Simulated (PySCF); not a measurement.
J couplings in `C[C@@H](F)[PbH3]`, C₂H₇FPb

Cartesian coordinates in Å; atom numbers follow the order of the lines, from 1:
```xyz
11

C    -1.4262    0.4066    0.3816
C    -0.5213   -0.4188   -0.4929
F    -0.6850   -0.0623   -1.8131
Pb    1.6766   -0.1435    0.0196
H    -1.3452    0.0845    1.4315
H    -2.4755    0.2874    0.0641
H    -1.1748    1.4767    0.3298
H    -0.7460   -1.4944   -0.4002
H     2.1397   -1.1615    1.3890
H     1.9264    1.5500    0.4584
H     2.6706   -0.5478   -1.3761
```

Method: indirect couplings at PBE0/pcJ-1 (dyall-v2z on Pb), gas phase, Gaussian nuclear model, PBE0-D3(BJ)/def2-SVP geometry; PySCF integrals, density fitting.

Non-relativistic values:
```json
{"coupling": "1J(207Pb,13C)", "atoms": "Pb4 – C2", "J (Hz)": "424.1"}
{"coupling": "1J(207Pb,1H)", "atoms": "Pb4 – H9/H10/H11", "J (Hz)": "1267.6"}
{"coupling": "2J(207Pb,13C)", "atoms": "Pb4 – C1", "J (Hz)": "2.4"}
{"coupling": "2J(207Pb,19F)", "atoms": "Pb4 – F3", "J (Hz)": "218.8"}
{"coupling": "2J(207Pb,1H)", "atoms": "Pb4 – H8", "J (Hz)": "1.7"}
{"coupling": "3J(207Pb,1H)", "atoms": "Pb4 – H5/H6/H7", "J (Hz)": "59.9"}
```

Problem. What do two-component X2C with spin–orbit coupling give?

Solution. 
| coupling | atoms | with spin–orbit (Hz) |
| --- | --- | --- |
| 1J(207Pb,13C) | Pb4 – C2 | 719.0 |
| 1J(207Pb,1H) | Pb4 – H9/H10/H11 | 2328.9 |
| 2J(207Pb,13C) | Pb4 – C1 | 24.8 |
| 2J(207Pb,19F) | Pb4 – F3 | 715.2 |
| 2J(207Pb,1H) | Pb4 – H8 | 126.8 |
| 3J(207Pb,1H) | Pb4 – H5/H6/H7 | 180.7 |

The largest listed coupling, 1J(207Pb,1H), ends at 1.84 times its non-relativistic value. Equivalent partners are averaged, as under fast rotation. In the static structure 3J(207Pb,1H) spreads over -0.1, 403.1, 138.9 Hz.
